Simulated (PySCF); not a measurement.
N⁺: excitation energy

N⁺ [He] 2s2 2p2 (3P) → N⁺ [He] 2s1 2p2 3s1 (5P), as a difference of total energies. Calculation: PySCF 2.14, in aug-cc-pCVTZ-DK with one added diffuse shell each of s, p, d, f type (8s7p5d3f, 75 functions); the spin-free X2C one-electron Hamiltonian (Gaussian nucleus). Correlated levels: valence: 1s2 frozen; valence and next inner shell: nothing frozen. The calculations carry no spin-orbit coupling.

| method | excitation energy (eV) |
| --- | --- |
| UHF | 23.386 |
| LDA | 25.146 |
| PBE | 25.062 |
| PBE0 | 25.032 |
| r2SCAN | 24.802 |
| BLYP | 25.715 |
| BP86 | 25.283 |
| PW91 | 25.130 |
| wB97X-V | 25.572 |
| MP2 (valence) | 24.922 |
| SCS-MP2 (valence) | 25.327 |
| MP2 (valence and next inner shell) | 24.952 |
| SCS-MP2 (valence and next inner shell) | 25.348 |

Q: How much does correlation contribute at MP2 (valence and next inner shell)?

A: 24.952 − (23.386) = 1.566 eV, measured against UHF.

The promoted electron is Rydberg-like, and one or two diffuse shells describe it only roughly, which tends to raise the upper state.
